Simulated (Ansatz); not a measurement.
Calculation: frozen-core CCSD(T)/cc-pVTZ // B3LYP-D3(BJ)/def2-SVP (Ansatz, an electronic-structure program).

Ansatz 0.2 input:
```yaml
crystal:
  periodic: [false, false, false]
  atoms:
    - { symbol: Al, position_ang: [0.000002, -0.000004, -0.000005] }
    - { symbol: H, position_ang: [1.447547, -0.642408, 0.085969] }
    - { symbol: H, position_ang: [-1.279207, -0.934604, -0.074858] }
    - { symbol: H, position_ang: [-0.168343, 1.577015, -0.011104] }
basis:
  gaussian: { orbitals: cc-pVTZ }
correlation:
  method: ccsd_t
```

Output:

```
Functional definition: HF
442 factors; integrals over basis functions are off by at most 1.2e-3 eV
mean field evaluation 1: about -6629.4532 eV, gradient 8.7e0 eV
mean field evaluation 2: about -6629.4591 eV, gradient 8.7e0 eV
mean field evaluation 4: about -6629.8987 eV, gradient 3.4e-1 eV
mean field evaluation 8: about -6629.8988 eV, gradient 7.3e-5 eV
mean field -6629.89881708 eV, -243.6442876209 hartree, gradient 1.8e-6 eV, S^2 0.000000; 0 other end points of the search recorded, 0 dependent functions left out
5 core orbitals not correlated
reference -6629.89881708 eV, -243.6442876209 hartree; 3, 3 occupied and 68, 68 virtual orbitals, 442 factors
second order -2.55335857 eV of doubles, -0.00000000 eV of singles
cycle   1  -3.00689060 eV  change   -4.5e-1 eV  update   5.1e-2
cycle   2  -3.19366011 eV  change   -1.9e-1 eV  update   1.8e-2
cycle   3  -3.19739591 eV  change   -3.7e-3 eV  update   3.4e-3
cycle   4  -3.19731263 eV  change    8.3e-5 eV  update   1.1e-3
cycle   5  -3.19706374 eV  change    2.5e-4 eV  update   3.2e-4
cycle   6  -3.19702979 eV  change    3.4e-5 eV  update   6.5e-5
cycle   7  -3.19705667 eV  change   -2.7e-5 eV  update   1.8e-5
cycle   8  -3.19706003 eV  change   -3.4e-6 eV  update   5.1e-6
perturbative correction -0.04282685 eV, -0.0015738577 hartree
Total energy: -6633.13870396 eV, -243.7633512677 hartree
```

Cost: very roughly 1.1 core-seconds.
